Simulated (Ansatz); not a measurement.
Geometry optimisation, UKS PBE0/def2-SVP (Ansatz 0.2.0).

Input:

```yaml
crystal:
  periodic: [false, false, false]
  atoms:
    - { symbol: B, position_ang: [0.0, 0.0, 0.0] }
    - { symbol: H, position_ang: [0.0, 0.0, 1.44] }
    - { symbol: F, position_ang: [1.1431, 0.0, -0.66] }
    - { symbol: F, position_ang: [-1.1431, 0.0, -0.66] }
    - { symbol: Cl, position_ang: [0.0, 0.0, 3.11] }
magnetization:
  spin_polarized: true
  initial_magnetization: 1
basis:
  gaussian: { orbitals: def2-SVP }
hamiltonian:
  xc: pbe0
relax:
  f_tol: 0.15
  max_steps: 25
  restrain:
    - { distance: [1, 4], at: 1.37, k: 30.0 }
    - { distance: [0, 1], at: 2.39, k: 30.0 }
```

Command:

```bash
$ ansatz run input.yaml --threads 1 --pin off --max-ram 2048MiB --backend cpu --events-out ev --progress --plain --runs-dir out
```

**Question.** Where does it end, and by what steps?

**Answer.** The run converged. The restraints hold the end off the free minimum; the threshold counts their pulls, which the force column leaves out. Restrained pairs: H2–Cl5 (1.67 → 1.34 Å), B1–H2 (1.44 → 2.39 Å). After 10 steps the energy has risen by 0.152 eV (the restraints' own energy left out); H2 moved furthest, 0.62 Å.

```json
{"step": "0", "energy less start (eV)": "0.0000", "largest force component (eV/Å)": "1.052", "accepted": "yes"}
{"step": "1", "energy less start (eV)": "0.1678", "largest force component (eV/Å)": "1.784", "accepted": "yes"}
{"step": "2", "energy less start (eV)": "0.3702", "largest force component (eV/Å)": "3.582", "accepted": "yes"}
{"step": "3", "energy less start (eV)": "0.3173", "largest force component (eV/Å)": "2.545", "accepted": "yes"}
{"step": "4", "energy less start (eV)": "0.2136", "largest force component (eV/Å)": "1.225", "accepted": "yes"}
{"step": "5", "energy less start (eV)": "0.1612", "largest force component (eV/Å)": "1.105", "accepted": "yes"}
{"step": "6", "energy less start (eV)": "0.1526", "largest force component (eV/Å)": "1.011", "accepted": "yes"}
{"step": "7", "energy less start (eV)": "0.2460", "largest force component (eV/Å)": "1.830", "accepted": "no"}
{"step": "8", "energy less start (eV)": "0.1627", "largest force component (eV/Å)": "1.047", "accepted": "no"}
{"step": "9", "energy less start (eV)": "0.1521", "largest force component (eV/Å)": "1.029", "accepted": "yes"}
{"step": "10", "energy less start (eV)": "0.1518", "largest force component (eV/Å)": "1.033", "accepted": "yes"}
```

```xyz
5
Properties=species:S:1:pos:R:3
B 0.000 0.001 -0.325
H 0.000 0.003 2.061
F 1.141 -0.001 -0.951
F -1.141 -0.001 -0.951
Cl 0.000 -0.002 3.396
```

Time of the run: 29 s on 1 thread of Arm Neoverse V2, on a shared host, peak memory 0.15 GiB.
